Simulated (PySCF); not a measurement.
## Removing the step error of a finite difference

System: C₂H₆ClFGe, singlet, geometry from GFN2-xTB. Level: CAMB3LYP/6-31G, polarisability in PySCF. Sums are taken with unrounded values, so a last digit can differ.

Second differences of the energy in a field along z gave a polarisability along z of 53.573 bohr³ at step 0.005 and 53.903 bohr³ at step 0.05 (atomic units).

Q: Extrapolate to zero step.

A: The leading error of a symmetric difference goes as h², so A(h) = A0 + c h². Then c = (53.903 - (53.573))/(0.05² - 0.005²) = 133 (atomic units) and A0 = 53.573 - c × 0.005² = 53.570 bohr³. The analytic value from the same program and level is 53.570 bohr³: the smaller step missed it by 0.003, the extrapolation by 0.000.
